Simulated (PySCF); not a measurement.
BaF2, SMILES [F][Ba][F].

Geometry optimised at PBE0-D3(BJ)/def2-TZVP. The isomer is the one that the SMILES or the coordinates give; other isomers of the formula were not compared. The def2 effective core potentials stand for the cores of Ba; spin–orbit coupling is left out.

Computed with IEF-PCM-ωB97X/def2-SVP in PySCF 2.14.0.

The values are the electrostatic part of the solvation free energy, E(continuum) − E(gas) at the gas-phase geometry, in a cavity of scaled van der Waals radii (PySCF's table); cavitation and dispersion terms are not included. A continuum can't describe solvent molecules that bind to the metal. In vacuum the orbital gap is 10.16 eV. The dipole moment in vacuum is 6.70 D.

Computed values in water (ε = 78.36), dimethylsulfoxide (ε = 46.83), n-hexane (ε = 1.88):
```csv
solvent,ε,ΔG(elec) (kcal/mol),dipole (D),gap (eV)
water,78.36,-22.1,7.56,11.48
dimethylsulfoxide,46.83,-21.8,7.55,11.46
n-hexane,1.88,-8.2,7.03,10.68
```
